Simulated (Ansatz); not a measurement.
Ansatz (a program for electronic structure) input (B3LYP-D3(BJ)/def2-TZVP):

Ansatz 0.2 input:
```yaml
crystal:
  periodic: [false, false, false]
  atoms:
    - {symbol: O, position_ang: [-1.13707280, 0.31676917, 0.01214120]}
    - {symbol: C, position_ang: [-0.09341995, -0.56807095, -0.08676773]}
    - {symbol: O, position_ang: [1.18452999, -0.13129331, 0.15362072]}
    - {symbol: H, position_ang: [-0.87500492, 1.19033862, -0.30316965]}
    - {symbol: H, position_ang: [-0.30454674, -1.51259879, 0.38596137]}
    - {symbol: H, position_ang: [1.30494013, 0.76839322, -0.17275968]}
basis:
  gaussian:
    orbitals: def2-TZVP
hamiltonian:
  xc: b3lyp
  dispersion: d3bj
magnetization: {spin_polarized: true, initial_magnetization: 1}
relax: {f_tol: 0.002, max_steps: 150}
```

Output:

```
Functional definition: B3LYP
integrals: 0.02 GiB planned
614 factors; their error is unknown
mean field: 0.35 GiB planned
mean field evaluation 1: about -5174.7675 eV, gradient 4.1e1 eV
mean field evaluation 2: about -5168.7921 eV, gradient 5.9e1 eV
mean field evaluation 4: about -5180.2188 eV, gradient 2.1e0 eV
mean field evaluation 8: about -5180.2416 eV, gradient 3.1e-2 eV
mean field evaluation 16: about -5180.2416 eV, gradient 3.0e-5 eV
mean field -5180.24159834 eV, -190.3703674451 hartree, gradient 3.0e-5 eV, S^2 0.752914; 0 other end points of the search recorded, 0 dependent functions left out
the calculation of the forces begins
reference -5180.24179509 eV, -190.3703746757 hartree; 13, 12 occupied and 98, 99 virtual orbitals, 614 factors
relax step   1: F+E_penalty+E_count = -5180.34604726 eV  Δ(F+E_penalty+E_count) = +0.000e0 eV  max|allowed force component| = 6.404e-1 eV/Å  Δτ_max = 0.0000 Å  (29 SCF iters, accepted)
these checks for a lower state are left out or cut short: starts, cluster_reference, orbital_swaps, neighbouring_geometries, increment
integrals: 0.02 GiB planned
614 factors; their error is unknown
mean field: 0.35 GiB planned
mean field -5180.27529353 eV, -190.3716057206 hartree, gradient 2.0e-5 eV, S^2 0.752774; 0 other end points of the search recorded, 0 dependent functions left out
the calculation of the forces begins
reference -5180.27549114 eV, -190.3716129827 hartree; 13, 12 occupied and 98, 99 virtual orbitals, 614 factors
relax step   2: F+E_penalty+E_count = -5180.37965554 eV  Δ(F+E_penalty+E_count) = -3.361e-2 eV  max|allowed force component| = 1.713e-1 eV/Å  Δτ_max = 0.0366 Å  (30 SCF iters, accepted)
these checks for a lower state are left out or cut short: starts, cluster_reference, orbital_swaps, neighbouring_geometries, increment
integrals: 0.02 GiB planned
614 factors; their error is unknown
mean field: 0.35 GiB planned
mean field -5180.29109282 eV, -190.3721863338 hartree, gradient 1.7e-5 eV, S^2 0.752699; 0 other end points of the search recorded, 0 dependent functions left out
the calculation of the forces begins
reference -5180.29129111 eV, -190.3721936207 hartree; 13, 12 occupied and 98, 99 virtual orbitals, 614 factors
relax step   3: F+E_penalty+E_count = -5180.39490920 eV  Δ(F+E_penalty+E_count) = -1.525e-2 eV  max|allowed force component| = 4.362e-1 eV/Å  Δτ_max = 0.0865 Å  (32 SCF iters, accepted)
these checks for a lower state are left out or cut short: starts, cluster_reference, orbital_swaps, neighbouring_geometries, increment
integrals: 0.02 GiB planned
614 factors; their error is unknown
mean field: 0.35 GiB planned
mean field evaluation 32: about -5180.2974 eV, gradient 8.3e-3 eV
mean field -5180.29859898 eV, -190.3724621800 hartree, gradient 1.9e-5 eV, S^2 0.752707; 0 other end points of the search recorded, 0 dependent functions left out
the calculation of the forces begins
reference -5180.29879684 eV, -190.3724694511 hartree; 13, 12 occupied and 98, 99 virtual orbitals, 614 factors
relax step   4: F+E_penalty+E_count = -5180.40248266 eV  Δ(F+E_penalty+E_count) = -7.573e-3 eV  max|allowed force component| = 1.481e-1 eV/Å  Δτ_max = 0.0177 Å  (32 SCF iters, accepted)
these checks for a lower state are left out or cut short: starts, cluster_reference, orbital_swaps, neighbouring_geometries, increment
integrals: 0.02 GiB planned
614 factors; their error is unknown
mean field: 0.35 GiB planned
mean field -5180.30055283 eV, -190.3725339827 hartree, gradient 2.4e-5 eV, S^2 0.752719; 0 other end points of the search recorded, 0 dependent functions left out
the calculation of the forces begins
reference -5180.30075081 eV, -190.3725412585 hartree; 13, 12 occupied and 98, 99 virtual orbitals, 614 factors
relax step   5: F+E_penalty+E_count = -5180.40431625 eV  Δ(F+E_penalty+E_count) = -1.834e-3 eV  max|allowed force component| = 8.058e-2 eV/Å  Δτ_max = 0.0105 Å  (32 SCF iters, accepted)
these checks for a lower state are left out or cut short: starts, cluster_reference, orbital_swaps, neighbouring_geometries, increment
integrals: 0.02 GiB planned
614 factors; their error is unknown
mean field: 0.35 GiB planned
[...]
integrals: 0.02 GiB planned
614 factors; their error is unknown
mean field: 0.35 GiB planned
mean field -5180.35122081 eV, -190.3743959966 hartree, gradient 1.7e-5 eV, S^2 0.752801; 0 other end points of the search recorded, 0 dependent functions left out
the calculation of the forces begins
reference -5180.35142073 eV, -190.3744033434 hartree; 13, 12 occupied and 98, 99 virtual orbitals, 614 factors
relax step  25: F+E_penalty+E_count = -5180.45400680 eV  Δ(F+E_penalty+E_count) = -2.922e-3 eV  max|allowed force component| = 8.098e-1 eV/Å  Δτ_max = 0.0982 Å  (34 SCF iters, accepted)
these checks for a lower state are left out or cut short: starts, cluster_reference, orbital_swaps, neighbouring_geometries, increment
integrals: 0.02 GiB planned
614 factors; their error is unknown
mean field: 0.35 GiB planned
mean field evaluation 192: about -5180.3702 eV, gradient 5.3e-3 eV
mean field -5180.37022302 eV, -190.3750943150 hartree, gradient 1.0e-5 eV, S^2 0.752853; 0 other end points of the search recorded, 0 dependent functions left out
the calculation of the forces begins
reference -5180.37042284 eV, -190.3751016582 hartree; 13, 12 occupied and 98, 99 virtual orbitals, 614 factors
relax step  26: F+E_penalty+E_count = -5180.47231549 eV  Δ(F+E_penalty+E_count) = -1.831e-2 eV  max|allowed force component| = 3.876e-1 eV/Å  Δτ_max = 0.1497 Å  (33 SCF iters, accepted)
these checks for a lower state are left out or cut short: starts, cluster_reference, orbital_swaps, neighbouring_geometries, increment
integrals: 0.02 GiB planned
614 factors; their error is unknown
mean field: 0.35 GiB planned
mean field -5180.28266936 eV, -190.3718767773 hartree, gradient 9.6e-6 eV, S^2 0.752696; 0 other end points of the search recorded, 0 dependent functions left out
the calculation of the forces begins
reference -5180.28287004 eV, -190.3718841522 hartree; 13, 12 occupied and 98, 99 virtual orbitals, 614 factors
relax step  27: F+E_penalty+E_count = -5180.38523935 eV  Δ(F+E_penalty+E_count) = +8.708e-2 eV  max|allowed force component| = 1.875e0 eV/Å  Δτ_max = 0.1228 Å  (39 SCF iters, rejected (line search))
these checks for a lower state are left out or cut short: starts, cluster_reference, orbital_swaps, neighbouring_geometries, increment
integrals: 0.02 GiB planned
614 factors; their error is unknown
mean field: 0.35 GiB planned
mean field -5180.39256976 eV, -190.3759155424 hartree, gradient 7.8e-6 eV, S^2 0.752750; 0 other end points of the search recorded, 0 dependent functions left out
the calculation of the forces begins
reference -5180.39276948 eV, -190.3759228819 hartree; 13, 12 occupied and 98, 99 virtual orbitals, 614 factors
relax step  28: F+E_penalty+E_count = -5180.49488415 eV  Δ(F+E_penalty+E_count) = -2.257e-2 eV  max|allowed force component| = 2.610e-1 eV/Å  Δτ_max = 0.0596 Å  (34 SCF iters, accepted)
these checks for a lower state are left out or cut short: starts, cluster_reference, orbital_swaps, neighbouring_geometries, increment
integrals: 0.02 GiB planned
614 factors; their error is unknown
mean field: 0.35 GiB planned
mean field -5180.39230216 eV, -190.3759057085 hartree, gradient 2.4e-5 eV, S^2 0.752797; 0 other end points of the search recorded, 0 dependent functions left out
the calculation of the forces begins
reference -5180.39250115 eV, -190.3759130212 hartree; 13, 12 occupied and 98, 99 virtual orbitals, 614 factors
relax step  29: F+E_penalty+E_count = -5180.49475642 eV  Δ(F+E_penalty+E_count) = +1.277e-4 eV  max|allowed force component| = 1.399e-1 eV/Å  Δτ_max = 0.0814 Å  (32 SCF iters, rejected (line search))
these checks for a lower state are left out or cut short: starts, cluster_reference, orbital_swaps, neighbouring_geometries, increment
integrals: 0.02 GiB planned
614 factors; their error is unknown
mean field: 0.35 GiB planned
mean field -5180.39665042 eV, -190.3760655038 hartree, gradient 2.4e-5 eV, S^2 0.752751; 0 other end points of the search recorded, 0 dependent functions left out
the calculation of the forces begins
reference -5180.39684970 eV, -190.3760728272 hartree; 13, 12 occupied and 98, 99 virtual orbitals, 614 factors
relax step  30: F+E_penalty+E_count = -5180.49906790 eV  Δ(F+E_penalty+E_count) = -4.184e-3 eV  max|allowed force component| = 1.125e-1 eV/Å  Δτ_max = 0.0395 Å  (33 SCF iters, accepted)
these checks for a lower state are left out or cut short: starts, cluster_reference, orbital_swaps, neighbouring_geometries, increment
integrals: 0.02 GiB planned
614 factors; their error is unknown
mean field: 0.35 GiB planned
mean field evaluation 224: about -5180.3929 eV, gradient 6.1e-1 eV
mean field -5180.39654815 eV, -190.3760617456 hartree, gradient 2.4e-5 eV, S^2 0.752735; 0 other end points of the search recorded, 0 dependent functions left out
the calculation of the forces begins
reference -5180.39674730 eV, -190.3760690643 hartree; 13, 12 occupied and 98, 99 virtual orbitals, 614 factors
relax step  31: F+E_penalty+E_count = -5180.49896447 eV  Δ(F+E_penalty+E_count) = +1.034e-4 eV  max|allowed force component| = 1.406e-1 eV/Å  Δτ_max = 0.0098 Å  (34 SCF iters, rejected (line search))
these checks for a lower state are left out or cut short: starts, cluster_reference, orbital_swaps, neighbouring_geometries, increment
integrals: 0.02 GiB planned
614 factors; their error is unknown
mean field: 0.35 GiB planned
mean field -5180.39714242 eV, -190.3760835846 hartree, gradient 2.4e-5 eV, S^2 0.752747; 0 other end points of the search recorded, 0 dependent functions left out
the calculation of the forces begins
reference -5180.39734144 eV, -190.3760908985 hartree; 13, 12 occupied and 98, 99 virtual orbitals, 614 factors
relax step  32: F+E_penalty+E_count = -5180.49956107 eV  Δ(F+E_penalty+E_count) = -4.932e-4 eV  max|allowed force component| = 6.973e-2 eV/Å  Δτ_max = 0.0048 Å  (34 SCF iters, accepted)
these checks for a lower state are left out or cut short: starts, cluster_reference, orbital_swaps, neighbouring_geometries, increment
integrals: 0.02 GiB planned
614 factors; their error is unknown
mean field: 0.35 GiB planned
mean field -5180.39740071 eV, -190.3760930765 hartree, gradient 2.4e-5 eV, S^2 0.752749; 0 other end points of the search recorded, 0 dependent functions left out
the calculation of the forces begins
reference -5180.39759982 eV, -190.3761003937 hartree; 13, 12 occupied and 98, 99 virtual orbitals, 614 factors
relax step  33: F+E_penalty+E_count = -5180.49978125 eV  Δ(F+E_penalty+E_count) = -2.202e-4 eV  max|allowed force component| = 1.432e-2 eV/Å  Δτ_max = 0.0122 Å  (34 SCF iters, accepted)
these checks for a lower state are left out or cut short: starts, cluster_reference, orbital_swaps, neighbouring_geometries, increment
integrals: 0.02 GiB planned
614 factors; their error is unknown
mean field: 0.35 GiB planned
mean field -5180.39740284 eV, -190.3760931549 hartree, gradient 9.3e-6 eV, S^2 0.752745; 0 other end points of the search recorded, 0 dependent functions left out
the calculation of the forces begins
reference -5180.39760201 eV, -190.3761004744 hartree; 13, 12 occupied and 98, 99 virtual orbitals, 614 factors
relax step  34: F+E_penalty+E_count = -5180.49977961 eV  Δ(F+E_penalty+E_count) = +1.644e-6 eV  max|allowed force component| = 2.408e-2 eV/Å  Δτ_max = 0.0062 Å  (34 SCF iters, rejected (line search))
these checks for a lower state are left out or cut short: starts, cluster_reference, orbital_swaps, neighbouring_geometries, increment
integrals: 0.02 GiB planned
614 factors; their error is unknown
mean field: 0.35 GiB planned
mean field evaluation 256: about -5180.3974 eV, gradient 5.0e-3 eV
mean field -5180.39743050 eV, -190.3760941714 hartree, gradient 2.4e-5 eV, S^2 0.752748; 0 other end points of the search recorded, 0 dependent functions left out
the calculation of the forces begins
reference -5180.39762963 eV, -190.3761014894 hartree; 13, 12 occupied and 98, 99 virtual orbitals, 614 factors
relax step  35: F+E_penalty+E_count = -5180.49980526 eV  Δ(F+E_penalty+E_count) = -2.401e-5 eV  max|allowed force component| = 2.082e-3 eV/Å  Δτ_max = 0.0030 Å  (35 SCF iters, accepted)
these checks for a lower state are left out or cut short: starts, cluster_reference, orbital_swaps, neighbouring_geometries, increment
integrals: 0.02 GiB planned
614 factors; their error is unknown
mean field: 0.35 GiB planned
mean field -5180.39743306 eV, -190.3760942655 hartree, gradient 2.4e-5 eV, S^2 0.752748; 0 other end points of the search recorded, 0 dependent functions left out
the calculation of the forces begins
reference -5180.39763220 eV, -190.3761015838 hartree; 13, 12 occupied and 98, 99 virtual orbitals, 614 factors
relax step  36: F+E_penalty+E_count = -5180.49980697 eV  Δ(F+E_penalty+E_count) = -1.709e-6 eV  max|allowed force component| = 1.729e-3 eV/Å  Δτ_max = 0.0017 Å  (34 SCF iters, accepted)
integrals: 0.02 GiB planned
614 factors; their error is unknown
mean field: 0.35 GiB planned
mean field evaluation 288: about -5180.3974 eV, gradient 3.9e-5 eV
mean field -5180.39743306 eV, -190.3760942655 hartree, gradient 2.4e-5 eV, S^2 0.752748; 1 other end points of the search recorded, 0 dependent functions left out
the calculation of the forces begins
reference -5180.39763220 eV, -190.3761015838 hartree; 13, 12 occupied and 98, 99 virtual orbitals, 614 factors
Total energy: -5180.50000611 eV, -190.3798637557 hartree
Atom 0 at    -1.285511     0.231346     0.087204 Å, force    -0.000669     0.000317    -0.000219 eV/Å
Atom 1 at    -0.099060    -0.375196    -0.171103 Å, force    -0.000074    -0.000074     0.001187 eV/Å
Atom 2 at     0.975021     0.410240     0.199236 Å, force     0.001520     0.000429    -0.000763 eV/Å
Atom 3 at    -1.195402     1.173041    -0.111432 Å, force     0.000083     0.000545    -0.000162 eV/Å
Atom 4 at    -0.094119    -1.412242     0.164540 Å, force     0.000084    -0.001729    -0.000477 eV/Å
Atom 5 at     1.778497     0.036348    -0.179419 Å, force    -0.000944     0.000512     0.000434 eV/Å
Dipole moment:     0.304935     0.018231    -0.119130 e Å
```

It need not be the lowest isomer of its formula.
